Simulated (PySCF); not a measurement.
Electron correlation in Fe⁺ (iron, charge +1)

[Ar] 3d6 4s1, high-spin 6D determinant. All numbers are calculated (PySCF 2.14, no relativity, point nucleus, in def2-TZVPPD (6s6p4d2f1g, 67 functions)). Frozen: [Ne]; 15 electrons correlated.

| level | correlation energy (mhartree) |
| --- | --- |
| CCSD | -464.97 |
| (T) | -9.17 |
| CCSD(T) | -474.14 |

Diagnostics: T1 = 0.0099, D1 = 0.0326, largest double amplitude 0.023.

Cost of the coupled-cluster step: of the order of 24 core-seconds, for 15 correlated electrons.

This basis was not built for core-valence correlation, so the inner-shell part is incomplete.
